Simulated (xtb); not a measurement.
C6H4F2, SMILES C#C[C@H](F)C=C=CF. All values are semi-empirical tight-binding results from xtb (GFN2-xTB unless named), good for trends rather than for accurate numbers. Geometry: GFN2-xTB. The structure was generated by enumeration; whether it is a known compound was not checked. Other conformers were not sampled.

### Question
Estimate the properties. (An estimate is asked for; the answer gives what the named calculation found.)

### Answer

```yaml
orbital_gap: 4.75 eV
dipole_moment: 3.73 D
zero_point_energy: 47.4 kcal/mol
G − E(el) at 298.15 K (modified RRHO): 26.2 kcal/mol
static polarisability (D4 model): 67.5 bohr³
solvation energy, GFN2-xTB/ALPB(water): -4.7 kcal/mol
solvation energy, GFN2-xTB/ALPB(ch2cl2): -6.7 kcal/mol
```

Computed IR lines (harmonic; lines under 4 % of the strongest left out, lines within 3 cm⁻¹ merged):
ν (cm⁻¹): 503 (w), 629 (w), 679 (m), 691 (w), 705 (w), 841 (w), 868 (w), 979 (m), 1028 (w), 1063 (vs), 1150 (m), 1211 (w), 1251 (w), 1416 (s), 2084 (w), 2839 (w), 3047 (w), 3055 (w), 3396 (w) (against the strongest line: vs over 80 %, s over 45 %, m over 15 %, w over 4 %, vw less)
